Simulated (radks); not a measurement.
Spherical quantum dot in the effective-mass picture: electrons in a parabolic well V = omega^2 r^2 / 2 with omega = 0.389, with a point charge +1 (a donor) at the centre, all in effective atomic units (hartree* = m*/eps^2 hartree, bohr* = eps/m* bohr), one dielectric constant everywhere. Method: non-relativistic Kohn-Sham, PBEsol, spin-polarised, spherical densities; computed with a radial shooting solver with Libxc functionals. Levels are named by radial order and angular momentum (1s, 1p, 1d, 2s, ...), and open shells are averaged over m.

N = 23, configuration 1s2 1p6 1d10 2s2 1f(up 3, down 0). This is the lowest configuration that the search found. Occupied and some empty levels:

level,occupation,eigenvalue (hartree*),<r> (bohr*)
1s up,1,5.8147,2.272
1s down,1,5.8172,2.204
1p up,3,6.0215,3.817
1p down,3,6.0360,3.759
2s up,1,6.0990,3.518
2s down,1,6.1139,3.540
1d up,5,6.1782,4.315
1d down,5,6.1974,4.282
1f up,3,6.3546,4.666
1f down,0,6.3766,4.649
2p up,0,6.4218,3.874
2p down,0,6.4340,3.892
1g up,0,6.5514,4.953
1g down,0,6.5748,4.948
2d up,0,6.6599,4.344
2d down,0,6.6730,4.352

Energy (hartree*): total 83.3766, kinetic 7.1886, external 22.971, Hartree 59.474, exchange-correlation -6.2566.

Electron density:

r (bohr*),n(r) (e/bohr*^3)
0.167,0.4206
0.797,0.1298
1.43,0.05089
2.06,0.03350
2.69,0.03530
3.32,0.03946
3.95,0.03758
4.58,0.02808
5.21,0.01548
5.83,0.005942
6.46,0.001555
7.09,0.0002842
7.72,0.00003558
8.35,3.048e-06
